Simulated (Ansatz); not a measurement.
Reaction (cleavage of the Si–Si bond): `C[SiH2][SiH2]O` + `O[AsH2]` → `C[SiH2][AsH]O` + `O[SiH3]`

Calculated with Ansatz (gas phase, PBE0-D4/def2-TZVP geometries, no zero-point term in ΔE). CBS: MP2 limit from def2 TZ/QZ plus the TZ coupled-cluster correction, frozen cores. Functionals use def2-TZVPP. B3LYP here is the variant with VWN-RPA as its local correlation; programs differ in this. For As outer-core shells are correlated without core-valence functions, which leaves a few kJ/mol of doubt a bond. Scalar relativity is left out up to krypton. One conformer a species, not always the lowest.

**Question.** Is it downhill or uphill in electronic energy at CCSD(T)/CBS, and by how much? (An estimate is asked.)

**Answer.** Ansatz gave: Downhill: ΔE = -0.38 eV.

**Question.** What do these levels give: B3LYP-D4, ωB97X-V, ωB97M-V, r2SCAN, B3LYP, MP2/def2-TZVPP, SCS-MP2/def2-TZVPP, CCSD/def2-TZVPP, CCSD(T)/def2-TZVPP, HF/def2-QZVPP, MP2/def2-QZVPP, CCSD/CBS(def2)? (Best estimate.)

**Answer.** The calculation gave: B3LYP-D4 -0.36, ωB97X-V -0.34, ωB97M-V -0.39, r2SCAN -0.33, B3LYP -0.34, MP2/def2-TZVPP -0.44, SCS-MP2/def2-TZVPP -0.42, CCSD/def2-TZVPP -0.36, CCSD(T)/def2-TZVPP -0.36, HF/def2-QZVPP -0.37, MP2/def2-QZVPP -0.45, CCSD/CBS(def2) -0.38 eV.

Largest T1 diagnostic among the species: 0.012.
